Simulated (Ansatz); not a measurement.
Reaction (cleavage of the Ga–Si bond): `[NH2][GaH][SiH2][SiH3]` + H₂Se → `[NH2][GaH][SeH]` + disilane

Calculated with Ansatz (gas phase, PBE0-D4/def2-TZVP geometries, no zero-point term in ΔE). CCSD(T)/CBS is the MP2 limit (def2-TZVPP, def2-QZVPP) plus CCSD(T) − MP2 in def2-TZVPP, frozen cores. DFT in def2-TZVPP. For Ga, Se outer-core shells are correlated without core-valence functions, which leaves a few kJ/mol of doubt a bond. Scalar relativity is left out up to krypton. Each species was taken in one conformer, which may not be the lowest.

```csv
level,ΔE (kJ/mol)
ωB97M-V,-79.8
MP2/def2-QZVPP,-86.1
```

Q: What does CCSD(T)/CBS give? (Best estimate.)

A: Ansatz gave: -79.4 kJ/mol. The listed levels differ from it by -0.4, -6.7 kJ/mol.

Largest T1 diagnostic among the species: 0.015.

The D4 term adds +3.3 kJ/mol with B3LYP and +2.2 kJ/mol with PBE0; it sums over pairs of atoms, weighted by their polarisabilities, and B3LYP, whose exchange is more repulsive, gets the larger term. In def2-TZVPP, CCSD(T) changes the Hartree–Fock value by +21.4 kJ/mol (the triples alone add +2.3 kJ/mol) and MP2 by +14.5 kJ/mol. From PBE to PBE0 (25 % exact exchange), in def2-TZVPP and without D4, ΔE moves by −6.5 kJ/mol.

B3LYP here is the variant with VWN-RPA as its local correlation; programs differ in this.
